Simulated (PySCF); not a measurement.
# Frontier orbitals and the lowest excitations

Species: SeO2F2.
Cartesian coordinates in Å at the PBE0-D3(BJ)/def2-SVP level; atoms count from 1:
```
atom  x, y, z in Å
Se1    0.162   -0.009    0.098
O2     0.032   -0.136    1.662
O3     1.492    0.046   -0.746
F4    -0.831    1.292   -0.406
F5    -0.855   -1.193   -0.608
```

The calculation used TDDFT CAM-B3LYP/def2-SVPD, vertical, gas phase, core orbitals frozen in the response (PySCF 2.14.0, density-fitted response routines). Relativistic effects, spin–orbit coupling among them, are left out although an element past zinc is present.

Frontier orbitals with the atoms that hold most of them (Löwdin shares over 4%, at most four atoms; ? is withheld):

| orbital | ε (eV) | atoms |
| --- | --- | --- |
| LUMO+2 | 0.68 | Se1 52%, O3 15%, O2 15%, F4 9% |
| LUMO+1 | -0.34 | Se1 39%, O3 20%, O2 20%, F5 11% |
| LUMO | -2.27 | ? |
| HOMO | -12.28 | O2 45%, O3 45%, Se1 5% |
| HOMO-1 | -12.52 | ? |
| HOMO-2 | -13.42 | O3 37%, O2 37%, Se1 14%, F5 6% |
| HOMO-3 | -13.44 | O3 33%, O2 33%, F4 12%, F5 11% |

(1) Give the leading atoms of the LUMO.

(2) Give the leading atoms of the HOMO-1.

(3) The HOMO–LUMO gap is 10.02 eV. Where does the response calculation put the lowest singlet, and from which orbitals?

(4) One configuration dominates each of S1, S2 and S5. Which, and how do the shares of the two leading atoms of either orbital change from the occupied to the empty one?

Answers

(1) Se1 (bonded to 2 F and 2 O) 28%; O3 (bonded to Se) 20%; O2 (bonded to Se) 20%; F4 (bonded to Se) 16%. By element: oxygen 40%, selenium 28%, fluorine 16% or more.

(2) O2 (bonded to Se) 42%; O3 (bonded to Se) 42%; Se1 (bonded to 2 F and 2 O) 9%. By element: oxygen 85%, selenium 9%.

(3) S1 is at 5.59 eV (f = 0.0039), 4.43 eV below the gap, made of HOMO→LUMO (97%). 

(4) 
- S1 (5.59 eV, f 0.0039), HOMO→LUMO (97%): O2 45% → 20%, O3 45% → 20%, Se1 5% → 28%
- S2 (5.77 eV, f 0.0000), HOMO-1→LUMO (97%): O2 42% → 20%, O3 42% → 20%, Se1 9% → 28%
- S5 (7.33 eV, f 0.0000), HOMO→LUMO+1 (98%): O2 45% → 20%, O3 45% → 20%, Se1 5% → 39%

Löwdin shares depend on the basis, the more so with diffuse functions.
